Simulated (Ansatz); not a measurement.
Consider the ligand exchange at a B–O bond: `[SiH3]OB1N[SiH2]1` + H₂Te → `[TeH]B1N[SiH2]1` + `O[SiH3]`.

Computed with Ansatz on PBE0-D4/def2-TZVP structures; ΔE is electronic, products minus reactants. CCSD(T)/CBS is the MP2 limit (def2-TZVPP, def2-QZVPP) plus CCSD(T) − MP2 in def2-TZVPP, frozen cores. Functionals use def2-TZVPP. def2 core potentials past Kr. For Te outer-core shells are correlated without core-valence functions, which leaves a few kJ/mol of doubt a bond. One conformer a species, not always the lowest.

(1) Is it downhill or uphill in electronic energy at CCSD(T)/CBS, and by how much? (Estimate.)

(2) What do these levels give: ωB97M-V, B2PLYP, PBE0, CCSD/def2-TZVPP, HF/def2-QZVPP, MP2/def2-QZVPP? (Best estimate.)

Largest T1 diagnostic among the species: 0.013.

Results:

(1) Ansatz gave: Uphill: ΔE = +50.0 kJ/mol.

(2) Computed: ωB97M-V 61.7, B2PLYP 59.2, PBE0 53.5, CCSD/def2-TZVPP 59.3, HF/def2-QZVPP 78.6, MP2/def2-QZVPP 42.6 kJ/mol.

In def2-TZVPP, CCSD(T) changes the Hartree–Fock value by −22.1 kJ/mol (the triples alone add −4.0 kJ/mol) and MP2 by −32.1 kJ/mol.
